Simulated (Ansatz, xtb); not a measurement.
# AlH6N3: where a starting geometry ends

The starting geometry of this gas-phase singlet was built from a drawn formula by distance geometry and a force field; its bonds are those of `N[NH][AlH][NH2]`.

```xyz
10

Al    1.0889    0.1636   -0.0952
N    -0.9618   -1.2491   -1.1307
N     0.1785   -1.5107   -0.2915
N     0.4620    1.7647   -0.8839
H    -1.5986   -2.1482   -0.9579
H    -0.6496   -1.2104   -2.1221
H     0.7771   -2.1735   -0.7736
H     2.4666    0.2062    0.7761
H    -0.4884    1.8722   -0.5769
H     0.3747    1.5198   -1.9420
```

Task: Predict what it relaxes into with r2SCAN-D4/def2-SVP.

Result: It keeps its bonds, and is `N[NH][AlH][NH2]`.

The energy falls by 1.32 eV over 13 steps:

```csv
step,E − E(last) (eV)
1,1.323
2,0.752
4,0.430
5,0.351
6,0.317
8,0.187
9,0.103
10,0.042
12,0.000
13,0.000
```

Final geometry (Å):

```yaml
atoms:
  - { symbol: Al, position_ang: [1.1401, 0.1512, -0.3365] }
  - { symbol: N, position_ang: [-0.9333, -1.3941, -1.2674] }
  - { symbol: N, position_ang: [0.3248, -1.4168, -0.6107] }
  - { symbol: N, position_ang: [0.3387, 1.6333, -0.8826] }
  - { symbol: H, position_ang: [-1.6513, -1.8178, -0.6742] }
  - { symbol: H, position_ang: [-0.8976, -1.9553, -2.1222] }
  - { symbol: H, position_ang: [0.6596, -2.3451, -0.3484] }
  - { symbol: H, position_ang: [2.5515, 0.1731, 0.3854] }
  - { symbol: H, position_ang: [-0.5659, 1.6234, -1.3446] }
  - { symbol: H, position_ang: [0.6828, 2.5829, -0.7966] }
```

From the same start GFN2-xTB ends elsewhere, differing in Al1–N2 (2.07 against 2.75 Å here).

No frequencies were run, so the end isn't proven a minimum. Run with Ansatz 0.2.0, 23 s on 2 threads of Arm Neoverse V1 (shared host).
